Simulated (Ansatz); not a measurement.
Total energies of cis-Sn(H2O)2Cl4 (SnCl4O2H4) from Ansatz at HF/def2-TZVP, gas phase (1 Eh = 27.2114 eV = 2625.5 kJ/mol). The reference geometry is relaxed at PBE0-D4/def2-SVP.

| state | geometry | energy (Eh) |
| --- | --- | --- |
| charge 0 singlet | reference | -2203.71871 |
| charge 1 doublet | reference | -2203.33812 |
| free Sn atom (triplet) | – | -213.33992 |
| free O atom (triplet) | – | -74.81563 |
| free H atom (doublet) | – | -0.49981 |
| free Cl atom (doublet) | – | -459.47681 |

In the def2 sets Sn takes a core potential; there is no spin–orbit coupling.

**Question.** Work out the vertical ionisation energy to the doublet.

**Answer.** E(charge 1 doublet) − E(charge 0 singlet) = -2203.33812 − (-2203.71871) = 0.38059 Eh = 10.36 eV. For comparison, −ε of the highest occupied level is 12.16 eV at this level, 1.80 eV more.

**Question.** What is the binding energy per atom against free atoms?

**Answer.** Atoms: 1 × (-213.33992) + 2 × (-74.81563) + 4 × (-0.49981) + 4 × (-459.47681) = -2202.87766 Eh. Binding: -2202.87766 − (-2203.71871) = 0.84105 Eh = 22.89 eV, or 2.08 eV for each of 11 atoms (no zero-point energy, no counterpoise term).
